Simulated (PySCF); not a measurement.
**Converging PbF in the basis (PBE)**

PySCF, UKS reference; doublet, unpaired electrons π ↑; De to Pb + F without counterpoise correction.

```json
{"basis": "cc-pVDZ-PP/cc-pVDZ", "relativity": "scalar-relativistic core potentials", "functions": "37", "Re (Å)": "2.089", "ωe (cm⁻¹)": "525", "De (eV)": "4.73", "μ (D)": "-3.09"}
{"basis": "def2-SVP", "relativity": "scalar-relativistic core potentials", "functions": "40", "Re (Å)": "2.087", "ωe (cm⁻¹)": "526", "De (eV)": "4.79", "μ (D)": "-3.11"}
{"basis": "aug-cc-pVDZ-PP/aug-cc-pVDZ", "relativity": "scalar-relativistic core potentials", "functions": "55", "Re (Å)": "2.108", "ωe (cm⁻¹)": "488", "De (eV)": "4.95", "μ (D)": "-3.62"}
{"basis": "x2c-TZVPPall", "relativity": "spin-free X2C", "functions": "114", "Re (Å)": "2.072", "ωe (cm⁻¹)": "503", "De (eV)": "4.99", "μ (D)": "-3.35"}
```

(1) How does each smaller set differ from the one with most functions, x2c-TZVPPall?

A positive dipole means Pb(−)F(+). Spin–orbit coupling is left out, which matters for elements this heavy, above all for dissociation energies. The state was picked by a PBE0 search and need not be the measured ground state.

Answers

(1) cc-pVDZ-PP/cc-pVDZ: +1.7 pm, +4.4 % in ωe, -0.26 eV in De; def2-SVP: +1.5 pm, +4.6 % in ωe, -0.20 eV in De; aug-cc-pVDZ-PP/aug-cc-pVDZ: +3.6 pm, -3.0 % in ωe, -0.04 eV in De. All at PBE; the set with most functions is neither the basis-set limit nor always the best. The rows treat relativity differently, so the differences are not basis effects alone.
